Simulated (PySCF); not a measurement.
**Cl: excitation energy**

Cl [Ne] 3s2 3p5 (2P) → Cl [Ne] 3s1 3p6 (2S), as a difference of total energies. Calculation: PySCF 2.14, in dyall-av2z; no relativity, point nucleus. Correlated levels: valence: [Ne] frozen; virtual orbitals above 40 to 60 times the deepest correlated orbital energy dropped. The calculations carry no spin-orbit coupling.

| method | excitation energy (eV) | error (eV) |
| --- | --- | --- |
| UHF | 15.351 | +4.765 |
| LDA | 11.735 | +1.149 |
| PBE | 11.961 | +1.375 |
| PBE0 | 12.824 | +2.238 |
| r2SCAN | 12.712 | +2.126 |
| BP86 | 11.959 | +1.373 |
| r2SCANh | 12.948 | +2.362 |
| revPBE | 11.989 | +1.403 |
| B3LYP | 12.595 | +2.009 |
| MP2 (valence) | 13.023 | +2.437 |
| SCS-MP2 (valence) | 12.769 | +2.183 |

Reference: 10.586 eV (measured; NIST levels, between the centres of gravity of the two terms).

Errors of the correlated levels include the incompleteness of this basis and the frozen core.
